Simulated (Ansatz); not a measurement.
Start from `[F][Sn]([SiH3])([Cl])[Cl]` and change one atom or group to get `N#[C][Sn]([F])([Cl])[Cl]`.

Ansatz, PBE0-D4/def2-TZVP geometries, multiplicity 1. 

Elements past krypton have def2 core potentials.

```
                                                                                  property  `[F][Sn]([SiH3])([Cl])[Cl]`
                                                     HOMO energy (ωB97M-V/def2-TZVPP) / eV                       -10.90
                                                       HOMO–LUMO gap (PBE/def2-TZVPP) / eV                         4.68
ideal-gas entropy at 298 K and 1 bar (rigid rotor, harmonic PBE0-D4/def2-TZVP) / J/(mol·K)                          414
                                        size of the dipole moment (ωB97M-V/def2-TZVPP) / D                         4.49
                                                     LUMO energy (ωB97M-V/def2-TZVPP) / eV                        -0.17
                                                        HOMO energy (PBE0/def2-TZVPP) / eV                        -8.89
```

Q: Give the same properties after the change, and the shifts. (Best estimate.)

A: Computed: 
| property | `N#[C][Sn]([F])([Cl])[Cl]` | shift |
| --- | --- | --- |
| HOMO energy (ωB97M-V/def2-TZVPP) / eV | -12.54 | -1.64 |
| HOMO–LUMO gap (PBE/def2-TZVPP) / eV | 4.86 | 0.18 |
| ideal-gas entropy at 298 K and 1 bar (rigid rotor, harmonic PBE0-D4/def2-TZVP) / J/(mol·K) | 394 | -20 |
| size of the dipole moment (ωB97M-V/def2-TZVPP) / D | 2.07 | -2.42 |
| LUMO energy (ωB97M-V/def2-TZVPP) / eV | -0.86 | -0.69 |
| HOMO energy (PBE0/def2-TZVPP) / eV | -10.27 | -1.38 |

With PBE0 the HOMO falls by 1.38 eV and the LUMO falls by 0.89 eV, so the gap widens by about 0.49 eV. PBE moves the HOMO by -1.12 eV and ωB97M-V by -1.64 eV. The zero-point energy changes by -44.2 kJ/mol with -6 modes. Dipoles are sizes alone; their direction can turn. Modes under 60 cm⁻¹, often nearly free rotors, make the harmonic entropy too high.
